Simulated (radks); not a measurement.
Species: Ar+. Configuration: [Ne] 3s2 3p5. Calculated with a radial shooting solver on a logarithmic mesh with Libxc functionals: non-relativistic Kohn-Sham, Slater X-alpha with alpha = 0.688, spin-polarised, spherical densities, point nucleus; open shells are filled with parallel spins first.

Unscreened Slater integrals over Kohn-Sham orbitals (cm^-1). They are taken over the spin-up orbitals.

integral,value
"F0(3p,3p)",128180
"F2(3p,3p)",63930
"F0(3p,3s)",135490
"G1(3p,3s)",89372
"F0(3p,2p)",175900
"F2(3p,2p)",30513
"G0(3p,2p)",12086
"G2(3p,2p)",12206
"F0(3s,3s)",144110
"F0(3s,2p)",192490
"G1(3s,2p)",14668
"F0(2p,2p)",532600
"F2(2p,2p)",247720

Derived for the open shells (J is the average intra-shell exchange parameter used in DFT+U). 3p: J = F2/5 = 12790 cm^-1.
